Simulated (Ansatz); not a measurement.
Mulliken charges of F$_{2}$Ga$_{2}$H$_{4}$O$_{2}$, SMILES `[F][Ga@H-]1[OH+][Ga@@H-]([F])[OH+]1` from PBE/def2-TZVPP in Ansatz (PBE0-D4/def2-TZVP geometry).

```tsv
atom	x (Å)	y (Å)	z (Å)	charge (e)
F1	0.354	-0.912	-2.292	-0.362
Ga2	1.129	-0.584	-0.743	0.474
O3	-0.163	-1.163	0.589	-0.281
Ga4	-0.797	0.609	1.078	0.474
F5	-2.356	0.765	0.270	-0.362
O6	0.505	1.188	-0.244	-0.281
H7	2.608	-0.897	-0.441	-0.025
H8	-0.854	-1.727	0.228	0.193
H9	-0.536	1.049	2.532	-0.025
H10	0.111	1.672	-0.977	0.193
```

Q: By hand: the dipole of these point charges (1 e Å = 4.8032 D).

A: Σ q r = (0.591, 0.044, 0.597) e Å, of length 0.841 e Å = 4.04 D.

Q: How does the dipole of the full density compare? (Best estimate.)

A: Computed: (0.272, 0.020, 0.275) e Å, 1.86 D; the point charges give 2.17 times that, at 0° from its direction.

Point charges leave out the atoms' own dipoles, such as those of lone pairs, and Mulliken's split depends on the basis, so the two needn't agree.
